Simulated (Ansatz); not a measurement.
# One elementary step

Start structure (GaNH4Cl2, singlet), relaxed at PBE0-D4/def2-TZVP:

Ga1  (-0.282, 0.459, -0.679)
N2  (1.377, 0.363, 0.004)
Cl3  (-0.913, -0.894, -2.192)
Cl4  (-1.660, 1.918, 0.022)
H5  (-0.824, -1.365, 1.456)
H6  (-1.540, -1.385, 1.239)
H7  (2.092, -0.193, -0.433)
H8  (1.750, 1.096, 0.582)
(Å)

The step: GaNH₂Cl₂ ([NH2][Ga]([Cl])[Cl]) + H₂ → GaHCl₂ ([Cl][GaH][Cl]) + NH₃ (still joined by a long Ga–N bond); bonds formed: Ga1–H6, N2–H5; bonds broken: H5–H6; bonds weakened to dative contacts: Ga1–N2. Program: Ansatz 0.2.0. Basis: def2-TZVPP and def2-QZVPP. Cores are frozen in the correlated methods. Filled d shells of the heavier atoms are correlated. The def2 sets are not built for correlating such inner shells, so the correlated values are less sure here. Extrapolation: Hartree–Fock as exp(−7.88 √X), correlation as X^−2.97. Energies below are by CCSD(T) at an estimated basis limit (MP2 extrapolated from triple and quadruple zeta, plus CCSD(T) − MP2 in triple zeta).

What are the electronic barrier and the energy of the step, from the start structure to the end structure? (An estimate is asked for; the value comes from the calculation.)

By the calculation: Barrier 105.6 kJ/mol; step energy -98.9 kJ/mol (downhill); reverse barrier, their difference, 204.6 kJ/mol. Barrier and step energy count from the start structure, the reverse barrier from the end structure.

The saddle point: One imaginary mode of 1337i cm⁻¹.
| pair | start (Å) | saddle (Å) | end (Å) |
| --- | --- | --- | --- |
| Ga1–H6 | 2.94 | 1.85 | 1.56 |
| N2–H5 | 3.15 | 1.43 | 1.01 |
| Ga1–N2 | 1.80 | 1.94 | 2.10 |
| H5–H6 | 0.75 | 0.99 | 3.06 |

Zero-point energy (harmonic, PBE0-D4): ZPE is 104.7 kJ/mol at the start and 111.4 kJ/mol at the saddle, so the barrier goes from 105.6 to 112.4 kJ/mol.

No T1 diagnostic of these runs exceeds 0.012.

Labels in which every atom is bracketed show which atoms are joined, not bond orders.

For scale, one of the runs: CCSD(T)/def2-TZVPP, 219 basis functions, launched by `ansatz run in.yaml --threads 4 --pin off --events-out ev --progress --plain --max-ram 9574MiB`. Hardware: 4 CPU threads of an AMD EPYC 9R45, shared host. Wall time 34 s; peak host memory 3.2 GiB.
